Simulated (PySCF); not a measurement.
**Gas-phase XPS of `[GeH3][O][SiH2]C1CCC1`, computed**

Compound: C4H12GeOSi.
Atom-mapped SMILES: `[GeH3:1][O:2][SiH2:3][CH:4]1[CH2:5][CH2:6][CH2:7]1`

The calculation used delta-SCF UKS SCAN, pcX-2 on the ionised atom, pcseg-1 elsewhere, spin-free X2C (PySCF 2.14.0). Each binding energy is the total energy of the core-ionised species, with the hole localised on one atom, minus that of the ground state; both are solved self-consistently, so orbital relaxation is included.

Q: What binding energy does each computed site have?

A: 
```csv
atom(s),environment,level,binding energy (eV),2p1/2 (eV),above the level's lowest (eV),count
Si3,oxygen-bound silicon,Si 2p3/2,106.66,107.29,0.00,1
C4,sp3 carbon bound to silicon,C 1s,289.82,–,0.00,1
C5/C7,four-membered-ring carbon,C 1s,290.37,–,+0.55,2
C6,four-membered-ring carbon,C 1s,290.40,–,+0.58,1
O2,oxygen bonded to Ge and Si,O 1s,537.09,–,0.00,1
Si3,oxygen-bound silicon,Si 1s,1846.60,–,0.00,1
```

The listed C 1s values span 0.58 eV, from C4 (bonded to 2 C, H and Si) to C6 (bonded to 2 C and 2 H). Summing the Pauling electronegativity differences to the bonded atoms, each weighted by its formal bond order, gives -1.00 for the lowest site and -0.70 for the highest; no listed site has a larger sum than the highest. The values 290.37 and 290.40 eV lie too close for their order to be trusted.

Q: Which effective nuclear charge Zeff reproduces each element's mean 1s value in the hydrogen-like formula E = 13.606 eV × Zeff²?

A: C (Z = 6): mean 290.2 eV, Zeff = 4.62, Z − Zeff = 1.38; O (Z = 8): mean 537.1 eV, Zeff = 6.28, Z − Zeff = 1.72; Si (Z = 14): mean 1846.6 eV, Zeff = 11.65, Z − Zeff = 2.35. Means run over the listed sites, weighted by atom count.

One atom of each set of topologically equivalent atoms was ionised and stands for the set; in this conformer not all members are related by symmetry, and their own values weren't computed. The 2p values add to the ΔSCF energy of one spin-free hole a correction within the shell (spin–orbit coupling, ligand field). 2p1/2 minus 2p3/2 (ligand field included): Si 0.63 eV. No level of germanium is listed. Geometry: PBE0-D3(BJ)/def2-SVP, one conformer, isolated molecule.

On one thread of an Arm Neoverse N1, no GPU, shared host with 64 logical CPUs at a one-minute load of 57, this took 2.3 min and 0.87 GiB of memory at its peak.

Shape of the structure used: `[GeH3:1][O:2][SiH2:3][CH:4]1[CH2:5][CH2:6][CH2:7]1`: Ge1–O2–Si3–C4 1°, O2–Si3–C4–C5 -53°.
